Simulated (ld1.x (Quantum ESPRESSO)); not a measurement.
# What one change does to a pseudopotential (Sr (Z = 38), RRKJ)

Sr, norm-conserving RRKJ (Kleinman–Bylander form), made with ld1.x (Quantum ESPRESSO) 7.5 (LDA (PZ), scalar-relativistic). Core [Kr], reference 4d1 5s1 5p0. Waves: 5p (bound, empty): rc 4.20 bohr; 4d (bound): rc 3.35 bohr; 5s (bound): rc 2.90 bohr. Local part: the s channel. Core correction: none. rho0 = 0.02.

Change: reference 4d0 5s2 5p0.

Cutoffs: the cutoffs (Ry, on a coarse ladder) from which the occupation-weighted sum of valence levels, in a spherical-Bessel basis at the reference potential, stays within 10 and 1 mRy of its value at 400 Ry; they do not see the model core or the augmentation charge, which bear on the density cutoff. Errors are all-electron minus pseudo energies relative to the spin-unpolarised reference configuration.

Q: What does the change do?

A: The potential gets softer (10 Ry and 15 Ry → 6 Ry and 15 Ry); neither file shows a bound ghost.

```tsv
quantity	base	changed
cutoff, loose	10 Ry	6 Ry
cutoff, tight	15 Ry	15 Ry
bound ghosts	none	none
largest error over its own tests, meV	+234	+154
s: phases at 4.57 bohr within 0.05 rad from the reference energy up to (Ry; the scan ends near 5)	0.6	0.6
p: phases at 4.57 bohr within 0.05 rad from the reference energy up to (Ry; the scan ends near 5)	n/a	1.2
d: phases at 4.57 bohr within 0.05 rad from the reference energy up to (Ry; the scan ends near 5)	0.5	0.5
```

Changed file: The cutoffs count occupied waves only; the empty 4d level needs 10 Ry at the loose tolerance.
